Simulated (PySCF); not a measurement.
PySCF 2.14 output of an unrestricted BLYP calculation on a single atom or ion in aug-cc-pVQZ-PP with one added diffuse shell each of s, p, d, f, g type with ECP60MDF (8s8p6d4f3g, 117 functions), with a scalar-relativistic core potential:

```
SCF conv_tol = 1e-09
number electrons alpha = 13  beta = 9
    A. D. Becke.,  Phys. Rev. A 38, 3098 (1988)
    C. Lee, W. Yang, and R. G. Parr.,  Phys. Rev. B 37, 785 (1988)
    B. Miehlich, A. Savin, H. Stoll, and H. Preuss.,  Chem. Phys. Lett. 157, 200 (1989)
cycle= 1 E= -192.334794057212  delta_E= -0.0145  |g|= 0.0248  |ddm|= 0.695
cycle= 2 E= -192.3349609012  delta_E= -0.000167  |g|= 0.0173  |ddm|= 0.116
cycle= 3 E= -192.335039338854  delta_E= -7.84e-05  |g|= 0.00147  |ddm|= 0.0408
cycle= 4 E= -192.335041732455  delta_E= -2.39e-06  |g|= 0.000494  |ddm|= 0.0134
cycle= 5 E= -192.335042051985  delta_E= -3.2e-07  |g|= 5.17e-05  |ddm|= 0.0045
cycle= 6 E= -192.335042080045  delta_E= -2.81e-08  |g|= 1.54e-05  |ddm|= 0.00221
cycle= 7 E= -192.335042083025  delta_E= -2.98e-09  |g|= 5.05e-06  |ddm|= 0.000727
cycle= 8 E= -192.335042083589  delta_E= -5.63e-10  |g|= 5.73e-07  |ddm|= 0.000447
converged SCF energy = -192.335042083589  <S^2> = 6.0010677  2S+1 = 5.000427
```

The run itself started from symmetry-adapted Hartree-Fock orbitals and held the occupation by maximum overlap, on a logarithmic radial grid, so the iterations belong to that start.

Task: Which element, charge and spin multiplicity is this?

Result: Pb (lead, neutral), multiplicity 5; the state was [Xe] 4f14 5d10 6s1 6p2 6d1, one real determinant (an excited configuration).

⟨L²⟩ = 7.96 against 12 for a pure F term, so this real determinant mixes terms. Energies and moments cover only the electrons outside the core potential. Spin-orbit coupling is strong in this species (close to jj coupling), so the high-spin LS determinant is a model state, not a physical level. The outer electron is Rydberg-like, and this basis confines it to a smaller radius and binds it less than a complete one would.
